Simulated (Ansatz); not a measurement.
The cluster PdI2 (the lowest singlet isomer of a short search), 3 atoms. Hardware: 4 threads of Arm Neoverse N1 on a shared host.

In the def2 sets I, Pd take a core potential; there is no spin–orbit coupling. Correlated methods freeze 8 core orbitals; core or outer-core shells of Pd, I are correlated, in sets that lack core-valence functions.

Q: How many basis functions does each of these Ansatz runs have, and roughly what does it cost? PBE with 35 % exact exchange/def2-TZVP, charge 0 triplet, energy, from earlier orbitals; PBE0-D4/def2-TZVP, charge 1 doublet at the geometry of the charge 0 singlet, energy, from earlier orbitals; PBE with 10 % exact exchange/def2-TZVP, charge 0 triplet, energy, from earlier orbitals; r2SCAN-D4/def2-TZVP, charge 0 unrestricted singlet, energy, from earlier orbitals; MP2/def2-TZVP, charge 0 quintet, energy, from earlier orbitals; PBE0-D4/def2-TZVP, charge 0 quintet, energy, from earlier orbitals; PBE-D4/def2-SVP, charge 0 singlet, energy, from earlier orbitals; PBE with 35 % exact exchange/def2-TZVP, charge 0 singlet, energy, from earlier orbitals; RPA@PBE/def2-TZVP, charge 0 quintet, energy, from earlier orbitals; HF/STO-3G, charge 0 singlet, energy; PBE with 50 % exact exchange/def2-TZVP, charge 0 triplet, energy, from earlier orbitals; r2SCAN-D4/def2-TZVP, charge 0 triplet, energy, from earlier orbitals.

A: Other jobs shared the machine, so times can vary by a factor of up to 3. A dash marks memory too small to be measured apart from the calling script's.

```tsv
run	functions	fitting or Cholesky vectors	wall time	peak host memory (GiB)
PBE-D4/def2-SVP, charge 0 singlet, energy, from earlier orbitals	83	916	5 s	–
PBE with 10 % exact exchange/def2-TZVP, charge 0 triplet, energy, from earlier orbitals	140	1093	6.5 s	–
HF/STO-3G, charge 0 singlet, energy	81	909	8.5 s	–
r2SCAN-D4/def2-TZVP, charge 0 triplet, energy, from earlier orbitals	140	1093	10 s	–
MP2/def2-TZVP, charge 0 quintet, energy, from earlier orbitals	140	1350	10 s	–
PBE with 35 % exact exchange/def2-TZVP, charge 0 triplet, energy, from earlier orbitals	140	1350	13 s	0.56
PBE with 50 % exact exchange/def2-TZVP, charge 0 triplet, energy, from earlier orbitals	140	1350	14 s	0.56
RPA@PBE/def2-TZVP, charge 0 quintet, energy, from earlier orbitals	140	1350	15 s	–
PBE with 35 % exact exchange/def2-TZVP, charge 0 singlet, energy, from earlier orbitals	140	1325	15 s	–
PBE0-D4/def2-TZVP, charge 0 quintet, energy, from earlier orbitals	140	1241	19 s	0.75
PBE0-D4/def2-TZVP, charge 1 doublet at the geometry of the charge 0 singlet, energy, from earlier orbitals	140	1241	35 s	0.74
r2SCAN-D4/def2-TZVP, charge 0 unrestricted singlet, energy, from earlier orbitals	140	1093	2.2 min	–
```
